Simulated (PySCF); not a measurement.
Excitations are Tamm–Dancoff values on a coarser integration grid. The basis has no diffuse functions, so Rydberg states are missing or too high.

Cartesian coordinates (Å):
```xyz
12

B      1.2443    -0.8981    -0.0386
C     -0.0357    -0.0604    -0.3050
B     -1.2428    -0.8673     0.2450
C      0.0217     1.4324     0.0361
H      1.3400    -2.0066    -0.4655
H      2.1457    -0.4413     0.5981
H     -0.1617    -0.2484    -1.3929
H     -1.9654    -0.3911     1.0681
H     -1.4592    -1.9720    -0.1463
H      0.1462     1.5697     1.1116
H     -0.8928     1.9525    -0.2553
H      0.8596     1.9307    -0.4553
```
Charge 0, spin multiplicity 1.

What T1 excitation (TDA), LUMO and HOMO–LUMO gap does ωB97X-D3(BJ)/def2-TZVP // B3LYP-D3(BJ)/def2-TZVP (PySCF 2.14.0) give?


```
Item                    Value
-------------------  --------
T1 excitation (TDA)   5.01 eV
LUMO                  0.31 eV
HOMO–LUMO gap        11.45 eV
```
